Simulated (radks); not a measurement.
Effect of the nuclear size on neutral scandium, [Ar] 3d1 4s2. Calculated with a radial shooting solver on a logarithmic mesh with Libxc functionals: Dirac Kohn-Sham, exchange-only LDA, spin-unpolarised, spherical densities, finite nucleus; open shells fill j = l - 1/2 first; Fermi nuclear charge, rms radius 3.5459 fm. The rms radius is varied about that value; shifts are against it.

| rms radius (fm) | total energy shift (eV) | density at nucleus (e/bohr^3) | 1s1/2 shift (meV) | 2s1/2 shift (meV) | 3s1/2 shift (meV) |
|---|---|---|---|---|---|
| 3.0743 | -0.00958 | 7241 | -4.05 | -0.327 | -0.041 |
| 3.4289 | -0.00250 | 7219 | -1.06 | -0.085 | -0.011 |
| 3.5459 | 0 | 7212 | 0.000 | 0.000 | 0.000 |
| 3.8083 | 0.00591 | 7197 | 2.50 | 0.202 | 0.025 |
| 4.4182 | 0.0212 | 7167 | 8.96 | 0.725 | 0.090 |

Slopes of the eigenvalues against <r^2> in GHz/fm^2, as finite differences over the two radii next to the reference (eigenvalue slopes, not the field-shift constants of lines): 1s1/2 313, 2s1/2 25.3, 3s1/2 3.14.
